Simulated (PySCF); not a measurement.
C4H10N, SMILES [CH2]CNCC, multiplicity 2. Geometry: PBE-D3(BJ)/def2-SVP. The isomer is the one that the SMILES or the coordinates give; other isomers of the formula were not compared. One conformer was computed; it need not be the lowest.

All values below come from PBE-D3(BJ)/def2-SVP (PySCF).

Harmonic wavenumbers (cm⁻¹): 83, 106, 136, 256, 272, 353, 456, 501, 733, 753, 791, 903, 971, 1041, 1060, 1098, 1103, 1152, 1215, 1260, 1301, 1318, 1353, 1374, 1389, 1407, 1424, 1436, 1450, 2841, 2881, 2964, 2965, 2969, 3053, 3074, 3075, 3187, 3410. Rotational constants (GHz): 13.71, 2.415, 2.281; symmetry number 1.

Work out the zero-point energy and the ideal-gas rigid-rotor harmonic-oscillator thermochemistry at 298.15 K and 1 atm.

ZPE = ½ Σ hcν = ½ × 57114 cm⁻¹ = 341.62 kJ/mol. H − E(el) = 363.44 kJ/mol. Entropy in J/(mol K): translation 162.11, rotation 108.19, vibration 72.97, spin 5.76, total 349.03. G − E(el) = 259.38 kJ/mol. Cp = 114.30 J/(mol K). Modes under 150 cm⁻¹ make the vibrational entropy uncertain.
